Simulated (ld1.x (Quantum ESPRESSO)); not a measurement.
The numbers below are computed, except where a source is named.
**Hardness and transferability of assorted potentials**

Generated with ld1.x 7.5 (TM, RRKJ, ultrasoft, PAW), atompaw 4.2 or ONCVPSP 4.0.1. The cutoff is in Ry: for ld1.x and atompaw files where the sum of valence levels is converged to 10 mRy in a Bessel basis, for ONCV files where the hardest occupied wave has 1 mHa per electron of residual kinetic energy. The error is the largest all-electron minus pseudo excitation energy over each file’s own four to seven test configurations (ionisations up to +4, promotions, holes and added fractions of an electron), all of which were solved. The labels leave out finer settings (local radius, basis sizes, second energies), which also bear on the numbers. Spin-polarised tests are not counted. The rows are a selection from randomly drawn settings: files with unsolved tests, undetermined cutoffs or missed reference levels are left out.

A true bound ghost makes a file unfit for plane-wave use even where its test errors are small: the radial tests pick states by their node count and pass the ghost by.

| element | potential | cutoff (Ry) | largest error (meV) | bound ghosts |
| --- | --- | --- | --- | --- |
| Be | PAW, LDA (PZ), scalar-relativistic, rc 1.85/4.35/4.00 (spd), local smoothed, core correction yes, reference 2s1.75 2p0 | 6 | -2.4 | none |
| Mn | TM, PBE, scalar-relativistic, rc 0.92/1.38/1.32 (spd), local d, core correction yes, reference 3s2 3p6 3d4 4s0 4p0 | 160 | -106 | none |
| Zn | PAW, BLYP, scalar-relativistic, rc 1.95/2.10/1.05 (spd), local smoothed, core correction yes, reference 3d10 4s0.5 4p0 | 140 | -86 | s |
| Kr | ultrasoft, BLYP, scalar-relativistic, rc 1.35/1.25 (sp), local smoothed, core correction yes, reference 4s2 4p4 | 30 | -104 | s, p, d |
| Nb | PAW, PBE, scalar-relativistic, rc 3.30/3.15/1.65/2.70 (spdf), local smoothed, core correction yes, reference 4d4 5s0.5 5p0 | 35 | -1834 | none |
| Ru | RRKJ, LDA (PZ), scalar-relativistic, rc 1.70/1.85/2.20 (spd), local s, core correction yes, reference 4s2 4p6 4d8 5s0 5p0 | 35 | +2635 | none |

Problem. Fill in the row for Be: PAW, PBEsol, scalar-relativistic, rc 1.50/4.40 (sp), local smoothed, core correction yes, reference 2s2 2p0.

Solution. cutoff 10 Ry, largest error -29 meV, bound ghosts: none.
